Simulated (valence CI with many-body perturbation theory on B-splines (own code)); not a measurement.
Basis-set convergence for Au⁴⁷⁺

Computed by relativistic CI+MBPT: four valence electrons over a frozen Dirac-Fock core [Ar] 3d10, radial functions for each j: 9 s, 9 p, 8 d, 6 f, 3 g, 1 h, with the one-electron correlation potential Σ1, the two-electron term Σ2, the three-electron term Σ3, Breit, model QED; selected CI, second order for the rest, scaled by the run's own slope (own B-spline code, finite nucleus).

No measured spectrum was set against this ion. As an estimate, large intervals hold to a few tenths of a per cent, small ones and those within an open d or f shell to about a per cent.

The reference run has the lowest level (4s^2 4p1/2^2) J=0 and an ionisation energy of 2641.94 eV. Its largest variational space holds 20000 state functions.

Levels are named by their leading jj configuration (3d3/2^4 stands for four electrons in 3d with j = 3/2), which in mixed levels can hold well under half, so a name can repeat and another be missing. Letters in brackets count levels of one name in rising energy.

Changed runs:
A. basis 6 s, 6 p, 5 d, 3 f, 1 g
B. basis 5 s, 5 p, 4 d, 2 f

Excitation energies of the reference run in cm⁻¹, and shifts in cm⁻¹:

| Level | Reference | A | B |
| --- | --- | --- | --- |
| (4s^2 4p1/2 4p3/2) J=1 | 1061830 | -134 | -488 |
| (4s^2 4p1/2 4p3/2) J=2 | 1099870 | -17 | -3.7 |
| (4s 4p1/2^2 4p3/2) J=2 | 1942790 | -138 | -451 |
| (4s 4p1/2^2 4p3/2) J=1 | 2072830 | +4.8 | +150 |
| (4s^2 4p3/2^2) J=2 | 2190650 | -120 | -351 |
| (4s^2 4p3/2^2) J=0 | 2272650 | +5.3 | +169 |
| (4s^2 4p1/2 4d3/2) J=2 | 2439860 | +19 | +271 |
| (4s^2 4p1/2 4d3/2) J=1 | 2604250 | +309 | +1550 |
| (4s^2 4p1/2 4d5/2) J=2 | 2743230 | -19 | +126 |
| (4s^2 4p1/2 4d5/2) J=3 | 2755170 | +139 | +810 |
| (4s 4p1/2 4p3/2^2) J=2 [a] | 2989560 | -172 | -503 |
| (4s 4p1/2 4p3/2^2) J=3 | 3059690 | -79 | -142 |
| Ionisation energy (eV) | 2641.94 | -0.043 | -0.16 |
